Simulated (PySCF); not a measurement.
## Dipole response of Hf³⁺ (hafnium, charge +3)

[Xe] 4f14 5d1, 2D determinant. Calculation: PySCF 2.14, in aug-cc-pwCVTZ-PP with ECP60MDF (8s8p7d4f3g, 122 functions); scalar relativity through the core potential. Coupled (time-dependent) response in atomic units; α is the mean over directions.

```tsv
method	mean α (bohr³)	α xx, yy, zz	C₆ (like pair)	S(−4)
UHF	6.086	7.090, 7.090, 4.080	24.54	20.60
PBE	6.412	7.527, 7.527, 4.182	25.64	25.85
```

S(−4) is the Cauchy moment in α(ω) = α(0) + S(−4) ω² + …

Spin-orbit coupling is absent.

α(iu) at UHF:

```
u (hartree)  α(iu) (bohr³)
          0          6.086
     0.0500          6.036
      0.100          5.896
      0.200          5.457
      0.300          4.973
      0.500          4.145
      0.750          3.374
       1.00          2.786
       1.50          1.950
       2.00          1.406
       3.00         0.7982
       5.00         0.3410
```

A single London oscillator, α(iu) = α/(1 + u²/ω²), gives C₆ = (3/4) ω α². Matching the computed C₆ needs ω = 4 × 24.54 / (3 × 6.086²) = 0.883 hartree.

For an ion, C₆ is the dispersion term alone; charge-induced terms of lower order in 1/R come first.

The components differ because the open shell of this determinant is not spherical; for a pure term their mean is the scalar polarisability.

Energies and moments cover only the electrons outside the core potential. Spin-orbit coupling, absent here, splits the open shell strongly.
